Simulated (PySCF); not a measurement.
Screening by computed properties: pick the candidate that meets the target.

All species are isolated and taken at one optimised geometry (atoms past krypton carry core potentials, spin–orbit coupling is left out). Electronic properties by PySCF.

The conformers computed, where there is a choice (atom-mapped SMILES and torsion angles):
- `[CH2:1]=[CH:2][c:3]1[cH:4][cH:5][cH:6][c:7]([F:8])[cH:9]1`: C1–C2–C3–C4 180°

(1) Wanted: static isotropic polarisability above 80 au (B3LYP/def2-SVPD) and HOMO energy above -7 eV (B3LYP/def2-SVPD), at PBE0-D3(BJ)/def2-SVP geometries. Which candidate meets both?
A. `[H][In]([H])[CH2][SiH3]`
B. `C=Cc1cccc(F)c1`
C. `C[N]([InH2])C`
D. `C[O][GaH2]`

(2) Wanted: lowest singlet excitation above 5 eV (TDDFT B3LYP/def2-SVPD) and lowest triplet excitation (Tamm–Dancoff) above 3 eV (TDA B3LYP/def2-SVPD), at PBE0-D3(BJ)/def2-SVP geometries. Which candidate meets both?
A. `C[O][GaH2]`
B. `C[N]([InH2])C`
C. `[H][In]([H])[CH2][SiH3]`
D. `C=Cc1cccc(F)c1`

(3) Wanted: HOMO–LUMO gap between 4.7 eV and 5.2 eV (B3LYP/def2-SVPD) and smallest rotational constant below 1.2 GHz (PBE0-D3(BJ)/def2-SVP), at PBE0-D3(BJ)/def2-SVP geometries. Which candidate meets both?
A. `C[N]([InH2])C`
B. `C=Cc1cccc(F)c1`
C. `[H][In]([H])[CH2][SiH3]`
D. `C[O][GaH2]`

Answers

(1) B. Computed values:
| species | static isotropic polarisability | HOMO energy |
| --- | --- | --- |
| C[O][GaH2] | 48.5 au | -7.68 eV |
| C[N]([InH2])C | 79.0 au | -5.78 eV |
| [H][In]([H])[CH2][SiH3] | 82.1 au | -7.40 eV |
| C=Cc1cccc(F)c1 | 98.8 au | -6.61 eV |

(2) A. Computed values:
```
                species  lowest singlet excitation  lowest triplet excitation (Tamm–Dancoff)
          C[N]([InH2])C                    3.87 eV                                   2.87 eV
[H][In]([H])[CH2][SiH3]                    4.36 eV                                   4.09 eV
         C=Cc1cccc(F)c1                    4.66 eV                                   3.16 eV
             C[O][GaH2]                    5.12 eV                                   4.64 eV
```

(3) B. Computed values:
| species | HOMO–LUMO gap | smallest rotational constant |
| --- | --- | --- |
| C[N]([InH2])C | 4.30 eV | 1.775 GHz |
| C=Cc1cccc(F)c1 | 5.03 eV | 0.879 GHz |
| [H][In]([H])[CH2][SiH3] | 5.37 eV | 1.524 GHz |
| C[O][GaH2] | 6.13 eV | 3.670 GHz |
